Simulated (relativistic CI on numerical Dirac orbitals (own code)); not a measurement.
# Radial parameters of Te LII

Calculated at this level of theory: Dirac equation for one electron, model QED (radiative potential, 1s self-energy scaled to tabulated hydrogen-like ionisation energies) (own radial code, finite nucleus).

Slater integrals F^k, G^k are unscaled and averaged over j, outside the closed core (none); ζ comes from projecting the Hamiltonian with its Breit term on Σ l·s of the shell.

- 2p: ζ(2p) = 1.9575e+06 cm⁻¹; <r>(2p) = 0.09315, <r^2>(2p) = 0.01048 (bohr units).
- 3p: ζ(3p) = 581630 cm⁻¹; <r>(3p) = 0.2343, <r^2>(3p) = 0.06345 (bohr units).
- 3d: ζ(3d) = 108200 cm⁻¹; <r>(3d) = 0.1995, <r^2>(3d) = 0.04558 (bohr units).

Averages of the first 10 configurations, taken without configuration mixing, which lowers the lowest level and can move excited configurations by several eV; other configurations of the list can lie among them:

```json
{"Configuration": "1s", "Parity": "even", "States": "2", "Average energy above the lowest level (eV)": "0.0"}
{"Configuration": "2s", "Parity": "even", "States": "2", "Average energy above the lowest level (eV)": "28538.5"}
{"Configuration": "2p", "Parity": "odd", "States": "6", "Average energy above the lowest level (eV)": "28775.3"}
{"Configuration": "3s", "Parity": "even", "States": "2", "Average energy above the lowest level (eV)": "33933.7"}
{"Configuration": "3p", "Parity": "odd", "States": "6", "Average energy above the lowest level (eV)": "34004.1"}
{"Configuration": "3d", "Parity": "even", "States": "10", "Average energy above the lowest level (eV)": "34060.1"}
{"Configuration": "4s", "Parity": "even", "States": "2", "Average energy above the lowest level (eV)": "35807.3"}
{"Configuration": "4p", "Parity": "odd", "States": "6", "Average energy above the lowest level (eV)": "35836.9"}
{"Configuration": "4d", "Parity": "even", "States": "10", "Average energy above the lowest level (eV)": "35860.5"}
{"Configuration": "4f", "Parity": "odd", "States": "14", "Average energy above the lowest level (eV)": "35870.2"}
```
